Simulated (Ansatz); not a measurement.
Cartesian coordinates in Å:
```
F -0.042 2.302 0.761
Si -0.138 1.454 -0.583
O -0.502 -0.086 -0.216
Si -0.070 -1.475 0.510
Cl 1.972 -1.648 0.528
H 1.177 1.527 -1.252
H -1.243 2.004 -1.391
H -0.535 -1.476 1.912
H -0.619 -2.602 -0.269
```

Charge 0, multiplicity 1.

(1) List the ωB97M-V/def2-TZVPP orbital energies in eV (Ansatz). (Estimate.)

## Answers

(1) Ansatz gave: Occupied: -2772.07, -1808.72, -1808.57, -677.59, -526.82, -262.48, -199.95, -199.84, -199.83, -149.61, -149.45, -103.78, -103.72, -103.68, -103.62, -103.58, -103.53, -36.19, -31.43, -26.03, -19.90, -17.65, -15.94, -15.84, -15.74, -14.63, -14.35, -14.02, -12.93, -12.54, -11.94, -11.64, -11.28. Lowest empty: 1.90, 2.19, 2.34, 2.84, 3.35, 3.83, 4.12, 4.68.
